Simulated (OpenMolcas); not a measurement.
Mo4+ among 6 point charges of -1.7 e arranged as an octahedron (Oh), 2.02 Å from the ion.

```json
{
  "Program": "OpenMolcas 26.06",
  "Method": "CASSCF",
  "Basis": "ANO-RCC-VDZP [6s5p3d1f]",
  "Scalar Hamiltonian": "DKH2, point nucleus",
  "Active space": "2 electrons in 5 orbitals (4d)",
  "State averaging": "2S+1 = 3 even, 10 roots; 2S+1 = 1 even, 15 roots",
  "Spin-orbit coupling": "state interaction with AMFI integrals over the reference wave functions"
}
```

Task: What is the spin-free ground state (labels of O, the rotations of Oh)?

Result: 3T1, 3-fold in its orbital part, 96 % from free-ion F terms; it has the highest spin that d2 allows.

Task: Where is the first state of the same spin?

Result: 3T2 at 8410 cm-1 above the ground state.

Task: What are the lowest two levels with spin-orbit coupling?

Result: A 2-fold level E, then a 3-fold level T2 161.9 cm-1 above it. Their leading multiplicities are 3 (99 %) and 3 (100 %).

Task: What is χT at 300 K, and how does it compare with the textbook value?

Result: The lowest level has 2S+1 = 3, for which the spin-only value is χT = S(S+1) / 2 = 1.000 cm3 K/mol (g = 2). The computed 0.232 at 300 K differs by -0.768, through orbital momentum, spin-orbit coupling and any other state in reach. With a threefold ground state the orbital momentum is unquenched, so the spin-only value is not expected to hold.

Task: Which ligand-field parameters describe the states?

Result: A least-squares ligand-field fit to the states below 45000 cm-1, each weighted by its degeneracy and with a free common offset, gives 10Dq = 9885 cm-1, B = 850 cm-1 and C = 3420 cm-1 (C/B = 4.03), with an rms deviation of 143 cm-1. 

An orbital triplet at a regular site is open to Jahn-Teller coupling, which can distort the site and quench the lowest spin-orbit gaps and is left out. Without dynamic correlation the repulsion within the d shell is too large (B by tens of per cent), so at a given field states of lower spin stand too high. This field is weak: 10Dq is about 9885 cm-1, while octahedral complexes of 4d ions of charge 3 and more, computed by the same method with explicit ligands, had a median near 25000 cm-1. Ground spin and moment need not be those of a real site. This is an electrostatic model: the charges have no orbitals. No measured value stands beside these numbers.
